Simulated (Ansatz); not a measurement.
`OC1([SiH3])N=C1F` + H₂O → `OC1(O)N=C1F` + SiH₄  (formal hydrolysis of a C–Si bond)

Gas-phase electronic energies from Ansatz, PBE0-D4/def2-TZVP geometries. CCSD(T)/CBS adds triple-zeta CCSD(T) − MP2 to the extrapolated MP2 energy (def2 sets, frozen cores). This one scheme is used for every species. DFT in def2-TZVPP. Each species was taken in one conformer, which may not be the lowest.

`OC1([SiH3])N=C1F`:

```xyz
10

O    -1.278   -1.071    0.303
C    -0.398   -0.027    0.163
Si    1.308   -0.614   -0.396
N    -0.420    1.108    1.304
C    -0.837    1.323    0.158
F    -1.431    2.291   -0.489
H    -2.149   -0.747    0.560
H     1.196   -1.282   -1.717
H     2.173    0.585   -0.497
H     1.836   -1.565    0.611
```

H₂O:

```xyz
3

O    -0.268   -0.255   -0.121
H    -0.412    0.547    0.386
H     0.680   -0.292   -0.265
```

`OC1(O)N=C1F`:

```xyz
8

O     1.377    0.282    0.127
C     0.011    0.186    0.118
O    -0.536    1.247    0.749
N    -0.601   -1.208    0.321
C    -0.752   -0.612   -0.765
F    -1.338   -0.852   -1.906
H     1.750   -0.584   -0.065
H     0.089    1.542    1.422
```

SiH₄:

Z-matrix (Å, degrees):
```
Si
H 1 1.485
H 1 1.485 2 109.5
H 1 1.485 2 109.5 3 -120.0
H 1 1.485 2 109.5 3 120.0
```

| species | LC-ωPBE energy (Eh) |
| --- | --- |
| `OC1([SiH3])N=C1F` | -597.69148 |
| H₂O | -76.42387 |
| `OC1(O)N=C1F` | -382.31057 |
| SiH₄ | -291.79973 |

(1) Work out ΔE.

Largest T1 diagnostic among the species: 0.013.

Results:

(1) ΔE = (-382.31057) + (-291.79973) − (-597.69148) − (-76.42387) = 0.00505 Eh = +3.2 kcal/mol. CCSD(T)/CBS gives +8.2 kcal/mol.

From BLYP to BHLYP (50 % exact exchange), in def2-TZVPP and without D4, ΔE moves by −1.9 kcal/mol. In def2-TZVPP, CCSD(T) changes the Hartree–Fock value by +5.3 kcal/mol (the triples alone add +0.7 kcal/mol) and MP2 by +7.2 kcal/mol. The D4 term adds +1.4 kcal/mol with B3LYP and +0.8 kcal/mol with PBE0; it sums over pairs of atoms, weighted by their polarisabilities, and B3LYP, whose exchange is more repulsive, gets the larger term.

B3LYP here is the variant with VWN-RPA as its local correlation; programs differ in this.
